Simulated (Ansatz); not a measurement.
`[OH][Al]([F])[Cl]` + HBr → `[OH][Al]([F])[Br]` + HCl at 600 K and 1 bar (ligand exchange at the Al–Cl bond).

Program: Ansatz. Geometries: PBE0-D4/def2-TZVP. ΔE: electronic, gas phase. CBS: MP2 limit from def2 TZ/QZ plus the TZ coupled-cluster correction, frozen cores. This one scheme is used for every species. For Br outer-core shells are correlated without core-valence functions, which leaves a few kJ/mol of doubt a bond. Scalar relativity is left out up to krypton. Each species was taken in one conformer, which may not be the lowest.

```json
{"species": "`[OH][Al]([F])[Cl]`", "CCSD(T)/CBS energy (Eh)": "-877.57483", "H − E (kJ/mol)": "89.3", "S (J/(mol·K))": "370.3"}
{"species": "HBr", "CCSD(T)/CBS energy (Eh)": "-2573.91920", "H − E (kJ/mol)": "33.5", "S (J/(mol·K))": "219.1"}
{"species": "`[OH][Al]([F])[Br]`", "CCSD(T)/CBS energy (Eh)": "-2991.11301", "H − E (kJ/mol)": "89.0", "S (J/(mol·K))": "382.7"}
{"species": "HCl", "CCSD(T)/CBS energy (Eh)": "-460.38127", "H − E (kJ/mol)": "35.4", "S (J/(mol·K))": "207.2"}
```

H − E and S are ideal-gas, rigid-rotor, harmonic terms from PBE0-D4/def2-TZVP, for one conformer and one mirror image of each species. 1 Eh = 2625.50 kJ/mol, R = 8.31446 J/(mol·K).

Q: By hand: ΔE, ΔH, ΔS and ΔG.

A: ΔE = (-2991.11301) + (-460.38127) − (-877.57483) − (-2573.91920) = -0.00025 Eh = -0.7 kJ/mol. Δ(H − E) = 89.0 + 35.4 − 89.3 − 33.5 = 1.6, so ΔH = 0.9 kJ/mol. ΔS = 382.7 + 207.2 − 370.3 − 219.1 = 0.5 J/(mol·K). ΔG = 0.9 − 600 × (0.5)/1000 = 0.6 kJ/mol.

Q: By hand: the equilibrium constant, and the temperature at which ΔG would vanish if ΔH and ΔS stayed fixed.

A: log₁₀ K = −ΔG/(RT ln 10) = -0.1. ΔG = 0 at ΔH/ΔS = 1800 K, though so small a ΔH makes that figure unsure.

TΔS isn't small against ΔH here. The sign of ΔG lies within the doubt. A doubt of 5 kJ/mol in ΔE shifts log₁₀ K by 0.4 here. Other conformers and mirror images would add mixing entropy, several J/(mol·K) or more a flexible species. These are equilibria of isolated gas molecules and say nothing of rates. Largest T1 diagnostic: 0.011 (customary marks: 0.02 for closed shells, 0.045 for open ones).
